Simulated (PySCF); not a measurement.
Isomers of C3H13GeNSi, one conformer each; single-point electronic energies without zero-point terms and without any empirical dispersion term.

All values: wB97X-D/def2-SVPD (PySCF, non-relativistic), each on one gas-phase PBE0-D3(BJ)/def2-SVP geometry that isn't relaxed in the solvent. The solvent is an IEF-PCM continuum (van der Waals radii × 1.2). Specific hydrogen bonds and non-electrostatic terms are outside this model. Spin–orbit coupling is left out although an atom past zinc is present.

| isomer | relative energy, gas (kcal/mol) | dipole (D) |
| --- | --- | --- |
| `CC[CH2][GeH2][NH][SiH3]` | 0.0 | 0.87 |
| `CC[SiH2][GeH2][NH]C` | 14.5 | 0.91 |

How do the relative energies look in chloroform (ε = 4.711)?

```csv
isomer,"relative energy, solvent (kcal/mol)",E(solvent) − E(gas) (kcal/mol),dipole in solvent (D)
`CC[CH2][GeH2][NH][SiH3]`,0.0,-1.4,1.03
`CC[SiH2][GeH2][NH]C`,14.3,-1.5,1.07
```

The order is unchanged. Conformers: `[CH3:1][CH2:2][CH2:3][GeH2:4][NH:5][SiH3:6]` with C1–C2–C3–Ge4 -176°, C2–C3–Ge4–N5 58°, C3–Ge4–N5–Si6 49°; `[CH3:1][CH2:2][SiH2:3][GeH2:4][NH:5][CH3:6]` with C1–C2–Si3–Ge4 -49°, C2–Si3–Ge4–N5 -32°, Si3–Ge4–N5–C6 -64°. `CC[SiH2][GeH2][NH]C` gains most from the continuum, and it has the largest gas-phase dipole. The gains span 0.1 kcal/mol, the gas-phase energies 14.5 kcal/mol.
